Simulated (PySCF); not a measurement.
Species: C₆H₇F₃OSi₂.
Cartesian coordinates in Å at the PBE0-D3(BJ)/def2-SVP level; atoms count from 1:
```
atom  x, y, z in Å
O1    -2.078    2.054    0.060
C2    -1.877    0.868   -0.042
C3    -0.508    0.305    0.003
C4    -0.248   -1.020   -0.067
Si5    1.465   -1.794   -0.019
C6     2.769   -0.467    0.130
C7     2.508    0.852    0.208
Si8    0.813    1.654    0.182
C9    -3.099   -0.067   -0.228
F10   -4.217    0.629   -0.289
F11   -2.982   -0.777   -1.353
F12   -3.187   -0.925    0.793
H13   -1.089   -1.720   -0.164
H14    1.650   -2.601   -1.265
H15    1.522   -2.745    1.135
H16    3.819   -0.793    0.159
H17    3.364    1.538    0.296
H18    0.732    2.604   -0.966
H19    0.604    2.411    1.451
```

Level: PBE0/pcSseg-1 in PySCF, non-relativistic, on one gas-phase PBE0-D3(BJ)/def2-SVP geometry that isn't relaxed in the solvent. The solvent is an IEF-PCM continuum (Bondi radii, 1.10 Å for H, scaled by 1.2). The model holds no explicit solvent molecules, cavitation or dispersion.

Gas phase at PBE0/pcSseg-1: HOMO -8.23 eV, LUMO -2.79 eV, dipole 3.38 D.

**Question.** What does the continuum do to the energy, the frontier levels and the dipole at PBE0/pcSseg-1 in chloroform and acetone?

**Answer.** 
```csv
solvent,ε,E(solvent) − E(gas) (kJ/mol),polarisation term (kJ/mol),distortion of the solute (kJ/mol),HOMO (eV),LUMO (eV),dipole (D)
chloroform,4.711,-11.98,-13.27,1.29,-8.02,-2.69,4.10
acetone,20.49,-16.25,-18.69,2.44,-7.98,-2.68,4.36
```

Polarisation term: ½ Σ q·V over the induced surface charges. Distortion: the rise of the solute's own energy as its density leaves the gas-phase optimum. From chloroform to acetone the lowering changes by a factor 1.36, Onsager's factor (ε − 1)/(2ε + 1) by 1.30 and ε itself by 4.3.

**Question.** Which radius a makes the point-dipole formula ΔE = −[(ε − 1)/(2ε + 1)]·μ²/a³ give the value in acetone, with the gas-phase dipole?

**Answer.** μ = 1.329 au and |ΔE| = 0.00619 Eh give a = 2.70 Å; the farthest nucleus lies 4.27 Å from the centroid of the nuclei, so such a sphere wouldn't even hold the nuclei. The formula assumes a rigid point dipole at the centre of a sphere.

**Question.** Give the dipole vector in the frame of the coordinates (D, pointing from negative to positive charge), gas and acetone.

**Answer.** Gas (2.90, -1.72, 0.04), solvent (3.54, -2.54, 0.01). Its length changes by +29 % and its direction by 5°.

**Question.** Which IAO charges (PBE0/pcSseg-1) respond most in acetone (means over atoms taken as equivalent)?

**Answer.** 
| atoms | environment | gas (e) | solvent (e) | change |
| --- | --- | --- | --- | --- |
| O1 | ketone oxygen | -0.361 | -0.393 | -0.032 |
| C2 | ketone carbonyl carbon | +0.320 | +0.332 | +0.012 |
| H16 | vinylic hydrogen | +0.154 | +0.164 | +0.010 |
| C4 | alkene CH carbon | -0.351 | -0.341 | +0.010 |
| H13 | vinylic hydrogen | +0.162 | +0.171 | +0.009 |
| H17 | vinylic hydrogen | +0.154 | +0.163 | +0.009 |
| C7 | alkene CH carbon | -0.395 | -0.401 | -0.006 |
| H18/H19 | Si–H hydrogen | -0.106 | -0.111 | -0.005 |

**Question.** Which Mayer bond orders change most in acetone?

**Answer.** 
```json
{"bond": "O1–C2", "length (Å)": "1.207", "gas": "1.971", "solvent": "1.943", "change": "-0.028"}
{"bond": "C7–Si8", "length (Å)": "1.875", "gas": "0.884", "solvent": "0.898", "change": "+0.014"}
{"bond": "C3–C4", "length (Å)": "1.353", "gas": "1.827", "solvent": "1.815", "change": "-0.012"}
{"bond": "C2–C3", "length (Å)": "1.481", "gas": "0.992", "solvent": "1.003", "change": "+0.011"}
{"bond": "C9–F10", "length (Å)": "1.318", "gas": "1.033", "solvent": "1.022", "change": "-0.011"}
{"bond": "C6–C7", "length (Å)": "1.346", "gas": "1.937", "solvent": "1.929", "change": "-0.008"}
{"bond": "C4–Si5", "length (Å)": "1.880", "gas": "0.870", "solvent": "0.865", "change": "-0.005"}
{"bond": "C2–C9", "length (Å)": "1.549", "gas": "0.911", "solvent": "0.916", "change": "+0.005"}
```
